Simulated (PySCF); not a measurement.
Er(SH)3(H2O) at several levels of theory

Computed with PySCF 2.14.0 (density fitting, no spin-orbit coupling) at the geometry relaxed with PBE0:

```xyz
10
Er(SH)3(H2O) (singlet in the valence; each metal's 4f electrons, 11 of them, lie in its core potential, out of spins and levels)
Er    0.0075   -0.2080    0.0647
S     0.9616    1.6818    1.5428
H     2.2471    1.4390    1.1912
S    -2.1323   -1.4252    0.8329
H    -2.2838   -0.6229    1.9150
S     1.6548   -1.5506   -1.3819
H     0.9007   -2.6731   -1.3011
O    -1.1952    1.3280   -1.2497
H    -1.0110    2.2756   -1.1987
H    -2.1485    1.2192   -1.3671
```

| level | basis | state | HOMO (eV) | gap (eV) | charge on Er1 (e) | population of f-type functions on Er1 (polarisation alone where 4f lies in the core) | dipole about the centre of mass (D) | largest force component (eV/Å) |
| --- | --- | --- | --- | --- | --- | --- | --- | --- |
| PBE0 | Er lcecp-1-SVP with ECP57, S def2-SVP, H def2-SVP, O def2-SVP | singlet | -6.97 | 5.78 | 0.69 | 0.03 | 5.20 | 0.02 |
| PBE | the same | singlet | -5.75 | 3.83 | 0.50 | 0.03 | 5.09 | 0.52 |
| PBE0 | Er lcecp-1-TZVP with ECP57, S def2-TZVP, H def2-TZVP, O def2-TZVP | singlet | -7.08 | 5.69 | 1.21 | 0.04 | 5.18 | 0.23 |

In the lcecp rows the 4f levels are missing from HOMO and gap, and the state counts the valence alone.

Charges are Mulliken's, which hang on the basis. The relaxation used the grid (50, 194), these runs (75, 302) or, all-electron (x2c bases, spin-free X2C Hamiltonian), (99, 590).

Problem. What does BLYP with Er lcecp-1-SVP with ECP57, S def2-SVP, H def2-SVP, O def2-SVP give here?

Solution. state singlet, HOMO (eV) -5.51, gap (eV) 3.62, charge on Er1 (e) 0.44, population of f-type functions on Er1 (polarisation alone where 4f lies in the core) 0.03, dipole about the centre of mass (D) 5.11, largest force component (eV/Å) 0.62. Time: 10 s on 2 threads of Arm Neoverse V1 (shared host), from an already converged density.

In the first row's basis the gap widens with exact exchange: 3.6 to 3.8 eV for BLYP, PBE (none); 5.8 eV for PBE0 (a fixed share).

No frequency check is given that shows the relaxed geometry to be a minimum. An lcecp potential fixes the number of 4f electrons, so in runs with it no electron can move into or out of that shell.
